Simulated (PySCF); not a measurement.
## UHF on Be⁺ (beryllium, charge +1)

Configuration: [He] 2s1, 2S determinant. All numbers are calculated (PySCF 2.14, no relativity, point nucleus, in aug-cc-pCVQZ (9s8p6d4f2g, 109 functions)).

```
Total energy                                     : -14.277398 hartree
One-electron energy                              : -17.6121 hartree
Hartree (Coulomb) energy                         : 5.8419 hartree
Exchange energy                                  : -2.5072 hartree
Kinetic energy                                   : 14.27763 hartree
⟨S²⟩                                             : 0.7500
⟨L²⟩                                             : 0.000
Sum of ⟨r⟩                                       : 3.110 bohr
Sum of ⟨r²⟩                                      : 6.555 bohr²
Density at the nucleus (Gaussians lack the cusp) : 34.4 bohr⁻³
Spin density at the nucleus                      : 0.966 bohr⁻³
Langevin diamagnetic susceptibility              : -5.19 ×10⁻⁶ cm³/mol
```

| shell | electrons | mean orbital energy (hartree) | rms radius, mean of both spins (bohr) |
| --- | --- | --- | --- |
| 1s α | 1 | -5.15888 | 0.482 |
| 1s β | 1 | -5.11762 | 0.482 |
| 2s α | 1 | -0.66625 | 2.47 |
